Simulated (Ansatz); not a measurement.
Diatomic Mg2-, multiplicity 2 (lowest of 2S+1 = 2, 4 at CCSD(T)/def2-TZVPP on PBE0 minima; our sources give no spin for the ground state, which may be another).

Constants: fifth-degree fit in 1/R to seven points, most abundant isotopes. Runs in def2 and cc sets follow the lowest solution found near the PBE0 minimum.

Correlated levels freeze the inner cores; with def2 sets outer-core shells near the valence are correlated too.

Run with Ansatz (a program for electronic structure) with Gaussian orbitals. 

| level | r_e (Å) | ω_e (cm⁻¹) | ω_e x_e (cm⁻¹) |
|---|---|---|---|
| PBE/def2-TZVPP | 3.116 | 161 | 1.8 |
| B97M-V/def2-TZVPP | 3.093 | 162 | 2.3 |
| B3LYP/def2-TZVPP | 3.181 | 137 | 2.2 |
| PBE0/def2-TZVPP | 3.125 | 161 | 1.6 |
| wB97M-V/def2-TZVPP | 3.225 | ? | 1.2 |
| CCSD/def2-TZVPP | 3.178 | 145 | 1.4 |
| CCSD(T)/def2-TZVPP | 3.134 | 155 | 1.6 |
| CCSD(T)/def2-QZVPP | ? | ? | 2.0 |

### Question
Fill in the missing entries.

### Answer

- CCSD(T)/def2-QZVPP, r_e (Å): 3.164
- CCSD(T)/def2-QZVPP, ω_e (cm⁻¹): 151
- wB97M-V/def2-TZVPP, ω_e (cm⁻¹): 138
